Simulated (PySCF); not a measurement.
Species: C₂H₉OSi₄ (doublet state).
Geometry (GFN2-xTB, Å), atoms numbered from 1 in this order:
```
atom  x, y, z in Å
C1     3.4611    0.0610   -0.2275
C2     2.2962    0.6000   -0.1759
Si3    0.6197   -0.3839   -0.0361
O4     0.9248   -1.9955   -0.0781
Si5   -0.8252   -0.0406    1.7941
Si6   -2.4923    0.6186    0.2622
Si7   -1.0443    0.3126   -1.5723
H8     3.8196   -0.9468   -0.2037
H9     2.1512    1.6701   -0.2072
H10    1.5404   -2.3864   -0.6920
H11   -0.3899    1.0037    2.7359
H12   -1.1433   -1.1671    2.6807
H13   -3.0181    1.9796    0.4372
H14   -3.7115   -0.2020    0.2399
H15   -1.4743   -0.6310   -2.6158
H16   -0.7217    1.5166   -2.3528
```

The hyperfine couplings belong to this conformer and change with its torsions.

The species is `[H]/[C]=C\[Si]1(O)[SiH2][SiH2][SiH2]1` [radical].

Method used: PySCF, UKS B3LYP, pcH-1 on C H O Si, non-relativistic, mean-field spin-orbit, GIAO. Geometry: GFN2-xTB, one conformer, isolated molecule. The geometry wasn't refined by DFT: couplings that depend on bond lengths, twists or pyramidal angles can differ widely from those at the functional's own minimum. Stability of the SCF solution: not tested.

Task: Match the computed a_iso(13C) values +317.0, -31.8 MHz with the sites C1; C2.

Result: 
| site | a_iso (MHz) | ρ(0) (bohr⁻³) | position | distance from C1 (Å) | spin population | largest \|T\| (MHz) |
| --- | --- | --- | --- | --- | --- | --- |
| C1 | +317.0 | +0.2821 | largest spin population | 0.00 | +0.94 | 129.5 |
| C2 | -31.8 | -0.0283 | 1 bond from C1 | 1.28 | -0.15 | 18.3 |

Task: The isotropic 29Si couplings, averaged over equivalent nuclei, are -110.7, -12.5, -4.1 MHz. Assign them to Si3; Si5/Si7; Si6.

Result: 
```json
{"site": "Si3", "a_iso (MHz)": "-110.7", "ρ(0) (bohr⁻³)": "+0.1248", "position": "2 bonds from C1", "distance from C1 (Å)": "2.88", "spin population": "+0.11", "largest |T| (MHz)": "31.9"}
{"site": "Si5/Si7", "a_iso (MHz)": "-4.1", "ρ(0) (bohr⁻³)": "+0.0046", "position": "3 bonds from C1", "distance from C1 (Å)": "4.72", "spin population": "+0.01", "largest |T| (MHz)": "3.5"}
{"site": "Si6", "a_iso (MHz)": "-12.5", "ρ(0) (bohr⁻³)": "+0.0141", "position": "4 bonds from C1", "distance from C1 (Å)": "6.00", "spin population": "0.00", "largest |T| (MHz)": "1.1"}
```

ρ(0) is the spin density at the nucleus and T the dipolar tensor; a_iso includes a spin–orbit part; entries for several nuclei are means. The Mulliken spin populations are largest on C1 (+0.94), C2 (-0.15) and Si3 (+0.11). No atom but C1 exceeds +0.15. The positive populations add up to 1.15 and the negative ones to -0.15, together 2S = 1.

Means are taken over nuclei equivalent by connectivity, which assumes that they swap fast.

On an Arm Neoverse V2 with one thread, shared host with 96 logical CPUs at a one-minute load of 91, this took 2.4 min wall (grids of density and orbitals included) and 1.2 GiB of memory at its peak.
